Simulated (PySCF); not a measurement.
CH8N2OSi, SMILES [Si@@H](O)(N)NC. Atoms are numbered in the order given.

```xyz
13

C      2.0525    -0.5725     1.1238
N      1.1805     0.1912     0.2553
Si    -0.5259    -0.0164     0.0505
N     -1.1222     1.5269    -0.4422
O     -1.1033    -1.0134    -1.1853
H      1.4451    -1.1046     1.8854
H      2.7664     0.0755     1.6813
H      2.6567    -1.3469     0.5932
H      1.6660     0.7422    -0.4577
H     -0.9612    -0.6420     1.3571
H     -2.0355     1.5983    -0.8934
H     -0.8870     2.3660     0.0885
H     -1.1846    -1.9436    -0.9142
```

Geometry: PBE-D3(BJ)/def2-SVP. The structure was generated by enumeration; whether it is a known compound was not checked. Other conformers were not sampled.

Level of theory: PBE-D3(BJ)/def2-SVP in PySCF 2.14.0.

Frequencies are harmonic and unscaled.

| mode | ν (cm⁻¹) | IR (km/mol) | moving atoms (share of kinetic energy) |
|---|---|---|---|
| 1 | 84 | 3.1 | N 30 %, H 28 %, C 24 %, O 14 % |
| 2 | 153 | 3.3 | H 89 % |
| 3 | 192 | 6.2 | H 45 %, N 28 %, Si 13 %, C 10 % |
| 4 | 222 | 20.6 | H 53 %, N 18 %, O 14 %, C 9 % |
| 5 | 258 | 10.2 | H 59 %, N 18 %, O 13 %, Si 8 % |
| 6 | 283 | 37.9 | H 30 %, N 28 %, O 28 %, Si 12 % |
| 7 | 325 | 143.8 | H 85 %, N 10 % |
| 8 | 368 | 53.5 | H 74 %, N 17 % |
| 9 | 396 | 38.2 | N 28 %, Si 25 %, H 20 %, C 17 %, O 10 % |
| 10 | 489 | 101.9 | H 85 %, N 12 % |
| 11 | 710 | 47.4 | H 59 %, N 23 %, Si 10 % |
| 12 | 741 | 102.2 | H 55 %, N 18 %, Si 15 %, O 10 % |
| 13 | 769 | 12.6 | H 63 %, O 22 %, N 11 % |
| 14 | 819 | 59.3 | H 59 %, N 28 %, Si 9 % |
| 15 | 850 | 97.5 | H 50 %, O 26 %, Si 15 %, N 8 % |
| 16 | 898 | 268.7 | H 43 %, Si 34 %, N 19 % |
| 17 | 943 | 113.9 | H 57 %, Si 31 % |
| 18 | 1057 | 27.0 | H 81 %, C 11 % |
| 19 | 1105 | 0.2 | H 76 %, C 19 % |
| 20 | 1144 | 101.2 | N 40 %, C 34 %, H 24 % |
| 21 | 1351 | 83.4 | H 61 %, N 27 %, C 11 % |
| 22 | 1397 | 16.4 | H 86 %, C 14 % |
| 23 | 1413 | 4.3 | H 96 % |
| 24 | 1452 | 4.6 | H 95 % |
| 25 | 1476 | 58.6 | H 88 %, N 12 % |
| 26 | 2108 | 181.1 | H 97 % |
| 27 | 2908 | 114.5 | H 96 % |
| 28 | 2967 | 51.2 | H 91 %, C 9 % |
| 29 | 3033 | 18.0 | H 91 %, C 9 % |
| 30 | 3509 | 12.9 | H 93 % |
| 31 | 3515 | 25.8 | H 96 % |
| 32 | 3619 | 24.4 | H 91 %, N 9 % |
| 33 | 3772 | 51.8 | H 94 % |
